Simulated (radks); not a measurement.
The numbers below are computed, except where a source is named.
Coulomb parameter of the 4f shell of neutral neodymium in the model configuration [Xe] 4f2 6s2 6p2, as a second difference U = [E(n + 0.5) + E(n - 0.5) - 2 E(n)] / (0.5)^2 with all orbitals relaxed. "Bare": the charge of the atom changes with n. "Screened": the 6p shell takes up the change at fixed total charge, which measures U(4f,4f) + U(6p,6p) - 2 U(4f,6p). Code: a radial shooting solver on a logarithmic mesh with Libxc functionals. Model: scalar-relativistic Kohn-Sham, PBEsol, spin-unpolarised, spherical densities, point nucleus.

| case | configuration | E - E(n) (eV) |
|---|---|---|
| start | [Xe] 4f2 6s2 6p2 | 0.000 |
| bare +0.5 | [Xe] 4f2.5 6s2 6p2 | -8.145 |
| bare -0.5 | [Xe] 4f1.5 6s2 6p2 | 12.043 |
| screened +0.5 | [Xe] 4f2.5 6s2 6p1.5 | -7.320 |
| screened -0.5 | [Xe] 4f1.5 6s2 6p2.5 | 9.745 |

U(bare) = 15.591 eV, U(screened by 6p) = 9.700 eV, against the Slater integral F0(4f,4f) = 27.577 eV with frozen orbitals. The step up makes a negative ion, whose loosely bound charge lowers the bare value.
